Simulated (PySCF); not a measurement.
**LaSi: f occupation and spin**

Unrestricted PBE0; basis La x2c-SVPall, Si x2c-SVPall; spin-free X2C with a Gaussian nucleus; PySCF 2.14. The search starts from ions with several 4f fillings and holds each by maximum overlap.

The lowest solution has 2Ms+1 = 4, about 0.0 4f electrons, near 2.59 Å.

The lowest solution of each spin and filling, followed along the bond (rough minima from three points):

| 2Ms+1 | 4f population | ⟨S²⟩ at the start | R at minimum (Å) | Te (eV) |
| --- | --- | --- | --- | --- |
| 4 | 0.03 | 3.75 | 2.59 | 0.00 |
| 2 | 0.04 | 1.53 | 2.64 | 0.12 |

Solutions at the starting distance of 2.710 Å, counted from the lowest; the search is not exhaustive:

```csv
2Ms+1,4f population,E (eV),⟨S²⟩,⟨Lz²⟩,μ (D)
4,0.03,0.00,3.75,1.5,-5.12
4,0.03,0.03,3.76,0.0,-5.08
2,0.04,0.07,1.53,1.0,-3.93
2,0.04,0.13,1.80,0.0,-4.76
2,0.02,0.15,0.82,0.0,-6.92
2,0.03,0.29,1.79,1.3,-4.64
4,0.03,0.49,3.76,5.0,-6.89
```

Partly filled real f orbitals mix terms, so no term symbols are given. A positive dipole means La(−)Si(+).

Spin–orbit coupling is left out. Counting both spins, an empty level lies below a filled one in some of these solutions, because spin and occupation are held. The state is the lowest single determinant that the PBE0 search found; with open d or f shells the true ground state can be another one.
